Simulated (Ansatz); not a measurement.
Reaction (SMILES): Cl[Se]Cl + H+ → Cl[SeH+]Cl
B3LYP-D3(BJ)/def2-TZVP geometries, fixed; electronic energies without zero-point terms; positive where energy is released.

Basis-set convergence of the proton affinity at B3LYP with Ansatz (a first-principles code). All functions are spherical. The program fits the integrals of some runs and decomposes those of others, by size. The proton sits at the site shown, which need not be the one that binds it best. No added dispersion term, no relativity. Functions are those of the species that has most. Reference: the value in pcseg-4, 168.55 kcal/mol, itself unsure by roughly 0.04 kcal/mol (its mean distance from aug-pcseg-3, aug-cc-pV(Q+d)Z, cc-pV(5+d)Z). Deviations are taken from unrounded values. Cost is core time over that of def2-SV(P), rough, on shared machines of one kind; a dash marks a row that isn't timed (too short, read off another run, short of memory, by another algorithm or on other hardware).

```
basis        functions  cost
-----------  ---------  ----
pcseg-0             50     -
pcseg-1             68  0.8×
def2-SV(P)          70    1×
def2-SVP            73  0.9×
cc-pV(D+d)Z         78    1×
pcseg-2            125    1×
def2-TZVP          128    2×
cc-pV(T+d)Z        135    2×
def2-TZVPP         146    2×
cc-pV(Q+d)Z        226    2×
pcseg-3            229    2×
def2-QZVP          245    2×
def2-QZVPP         259    3×
cc-pV(5+d)Z        359    6×
pcseg-4            382    7×
```

Question: Which is the smallest set listed that can be trusted to 1 kcal/mol here, that is, within that of the reference together with its larger relatives (same family, alike in diffuse functions; a set with none to test it counts only in the reference's own line)?

Answer: The smallest set listed that lies within 1 kcal/mol of the reference with all its larger relatives (same family, alike in diffuse functions; a set with none counts only in the reference's own line) is pcseg-2 (125 functions, 1× in cost, -0.39 kcal/mol off). Value minus reference: pcseg-0 -36.75, pcseg-1 -6.64, def2-SV(P) -3.53, def2-SVP -1.21, cc-pV(D+d)Z -3.24, pcseg-2 -0.39, def2-TZVP 0.23, cc-pV(T+d)Z -0.13, def2-TZVPP 0.48, cc-pV(Q+d)Z 0.15, pcseg-3 0.00, def2-QZVP 0.05, def2-QZVPP 0.08, cc-pV(5+d)Z 0.08, pcseg-4 0.00 kcal/mol.
